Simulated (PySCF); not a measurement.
```xyz
4
charge 0 multiplicity 1, angstrom
I     0.0000    0.0000   -0.2361
F     0.0000    0.0000    1.6234
F     1.9225    0.0000   -0.0232
F    -1.9225    0.0000   -0.0232
```

Method: PBE0 in PySCF with I def2-TZVP with ECP28, F def2-TZVP; scalar-relativistic core potentials, no spin–orbit coupling; density-fitted integrals.

This geometry of IF₃ is a stationary point at this level.

(1) What is the point group?

(2) Is it a minimum?

(3) List the harmonic modes with their infrared intensities.

(4) Give the ideal-gas entropy at 298.15 K and 1 bar by parts.

(5) What is the atomisation energy, with and without zero-point energy?

Answers

(1) C2v.

(2) Yes: all harmonic wavenumbers are real.

(3) 
| symmetry | ω (cm⁻¹) | IR (km/mol) | type |
| --- | --- | --- | --- |
| a1 | 198 | 15.7 | bend |
| b1 | 200 | 15.6 | bend |
| b2 | 309 | 5.1 | bend |
| a1 | 571 | 0.7 | stretch |
| b2 | 596 | 261 | stretch |
| a1 | 673 | 51.8 | stretch |

(4) translation 173.9, rotation 102.1, vibration 29.1, spin 0.0; total 305.1 J/(mol K).

(5) 775 kJ/mol without, 759 kJ/mol with.
